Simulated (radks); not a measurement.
Results of a calculation; reference values are marked as such.
Question: Excited configurations of Dy46+: one electron is placed in a higher orbital outside [Ar] 3d1. The ground configuration is [Ar] 3d2. Level of theory: Dirac Kohn-Sham, BLYP, spin-unpolarised, spherical densities, point nucleus; open shells fill j = l - 1/2 first (a radial shooting solver on a logarithmic mesh with Libxc functionals). Excitation = E - E(ground); binding = E(ion) - E, where the ion is the core of charge +47; n* = 47/sqrt(2 binding) in atomic units. These energies are relativistic, and a one-electron ion of charge +47 with no core already has n* below n in this formula (Dirac formula, point nucleus: 4p1/2 3.951, 4d3/2 3.981, 4f5/2 3.991, 5d3/2 4.979, 6s1/2 5.947, 6p1/2 5.947, 6f5/2 5.988, 7p1/2 6.946, 7d3/2 6.977, 7f5/2 6.987). The quantum defect is therefore taken as that value minus n*, so that it holds no relativistic shift of the bare ion.

outer orbital  excitation (eV)  binding (eV)     n*  quantum defect  eigenvalue (eV)  <r> (bohr)
4p1/2                   1614.0        2236.6  3.666           0.285          -2209.3      0.4102
4d3/2                   1786.1        2064.6  3.815           0.166          -2036.4      0.4023
4f5/2                   1896.8        1953.9  3.922           0.069          -1921.4      0.3598
5d3/2                   2554.5        1296.2  4.815           0.164          -1281.6      0.6781
6s1/2                   2897.6        953.08  5.616           0.331          -944.17       1.008
6f5/2                   2991.1        859.56  5.913           0.075          -849.80      0.9877
7p1/2                   3176.8        673.92  6.678           0.268          -667.58       1.403
7d3/2                   3205.3        645.36  6.824           0.152          -639.04       1.424
7f5/2                   3222.1        628.52  6.915           0.072          -622.07       1.399

Estimate the row for 6p1/2.

Answer: excitation (eV) 2916.7; binding (eV) 933.94; n* 5.673; quantum defect 0.274; eigenvalue (eV) -924.85; <r> (bohr) 1.007. The Delta-SCF ionisation energy is 3850.7 eV (NIST Atomic Spectra Database: 3852 eV, theoretical). Self-interaction in the functional shifts the binding energies and quantum defects, so they are the method's values and not measured ones. Spin polarisation and multiplet splitting are left out, so open shells lie too high by an amount that depends on their filling.

Beside tabulated values, note that spin-unpolarised runs miss the spin-polarisation part of the exchange energy of open shells.
